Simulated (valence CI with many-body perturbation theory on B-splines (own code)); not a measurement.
Values are calculated unless marked as measured or tabulated.
## A CI+MBPT run for Pm55+

The program does CI of the valence electrons with many-body perturbation theory for a frozen closed Dirac-Fock core.

Command, and the settings that its task file holds:

```sh
python run_cv.py task.json out
```

```
atom Pm  Z=61  mass_number=145  rms_radius_fm=4.9620
core [He]
valence 2s2 2p2
avg = 1
basis = S
breit = 1
cap = 10000
capref = 1200
cscale = 1
de = 0.0
dress = 0
eps = 2e-08
extrap = 1
h = 0.27
hh = 1
l2 = 3
lcore = 6
maxit = 60
n2 = 5
natural = 1
nlev = 21
nno = [3, 3, 3, 2, 1]
nroot = 26
ns = 2
nsp = [3, 3, 2, 1, 0]
pt2 = 1
qed = 1
rpa = 1
s1 = 1
s2 = 1
s3 = 0
screen = 1
tol = 2e-05
whole = 1
```

Log. The first blocks belong to the next ion, which gives the ionisation energy. Fields: 2J, parity (1 odd), roots, reference size, generating configurations, candidates as configurations/state functions, variational space P, stored matrix elements, Davidson steps; e2 is the range of second-order energies in hartree. The first line gives the box (bohr), its intervals, the orbitals and the steps of their self-consistent field. Window is the range of levels sought, series limit the energy at which the first omitted orbital would enter, core excitation an estimate of the first excitation out of the core, left out the lowest levels not solved, and shifts from estimates the range by which levels moved from their first estimate, all in cm⁻¹.

```
rmax 1.0 intervals 53 orbitals 36 references ['2s2 2p2', '2s 2p3', '2p4'] scf 2 t 0.3
2J=1 par=1 roots 2 ref 40 generators 2 cand 653/925 P 536/801 nnz 0 it 0
2J=1 par=1 roots 2 ref 40 generators 2 cand 149/164 P 566/841 nnz 0 it 0
   second order: generators 2 cand 119/124 e2 -0.00000 -0.00000
reference levels 448, estimated 268, window 53656838 1/cm; series limit 73185943, core excitation 313061453
2J=0 par=0 roots 7 ref 28 generators 10 cand 1485/2238 P 2379/3536 nnz 9.1e+05 it 4
2J=0 par=0 roots 7 ref 28 generators 14 cand 1969/3469 P 2721/4095 nnz 1.2e+06 it 4
   second order: generators 18 cand 2149/3556 e2 -0.00001 -0.00000
2J=2 par=0 roots 6 ref 58 generators 12 cand 3497/12202 P 1319/3897 nnz 1.4e+06 it 5
2J=2 par=0 roots 6 ref 58 generators 15 cand 3743/14295 P 2759/9031 nnz 6.3e+06 it 5
   second order: generators 17 cand 2303/9161 e2 -0.00002 -0.00000
2J=4 par=0 roots 6 ref 64 generators 12 cand 4036/18550 P 1303/4202 nnz 1.9e+06 it 5
2J=4 par=0 roots 6 ref 64 generators 14 cand 4063/20084 P 2589/9888 nnz 8.2e+06 it 5
   second order: generators 16 cand 2777/14398 e2 -0.00004 -0.00000
2J=4 par=1 roots 6 ref 67 generators 8 cand 3049/15077 P 1189/4107 nnz 1.8e+06 it 5
2J=4 par=1 roots 6 ref 67 generators 10 cand 3752/17741 P 2388/9373 nnz 7.8e+06 it 7
   second order: generators 12 cand 2760/14269 e2 -0.00003 -0.00000
2J=2 par=1 roots 8 ref 62 generators 14 cand 3495/12216 P 1424/4099 nnz 1.6e+06 it 5
2J=2 par=1 roots 8 ref 62 generators 16 cand 3709/14157 P 2882/9255 nnz 6.5e+06 it 5
   second order: generators 19 cand 2251/9001 e2 -0.00002 -0.00000
2J=6 par=1 roots 2 ref 47 generators 3 cand 1708/8990 P 1023/3555 nnz 1.5e+06 it 4
2J=6 par=1 roots 2 ref 47 generators 5 cand 2599/15149 P 1772/6950 nnz 5.2e+06 it 5
   second order: generators 6 cand 1850/11754 e2 -0.00003 -0.00000
2J=0 par=1 roots 4 ref 24 generators 8 cand 2011/3151 P 2306/3533 nnz 9.2e+05 it 4
2J=0 par=1 roots 4 ref 24 generators 10 cand 1458/2331 P 2650/4095 nnz 1.2e+06 it 4
   second order: generators 11 cand 1114/1769 e2 -0.00001 -0.00000
2J=6 par=0 roots 1 ref 41 generators 4 cand 2408/13285 P 985/3553 nnz 1.5e+06 it 5
2J=6 par=0 roots 1 ref 41 generators 6 cand 3196/17251 P 1486/5795 nnz 3.7e+06 it 5
   second order: generators 6 cand 2695/15009 e2 -0.00003 -0.00003
left out: unestimated 78103868, estimated 57340627, shifts from estimates 0 to 112
```

(1) What became of the run, and why?

## Answers

(1) It gave no result: the setting left no core shell for the response of the core. The program said: "need at least one array to concatenate".
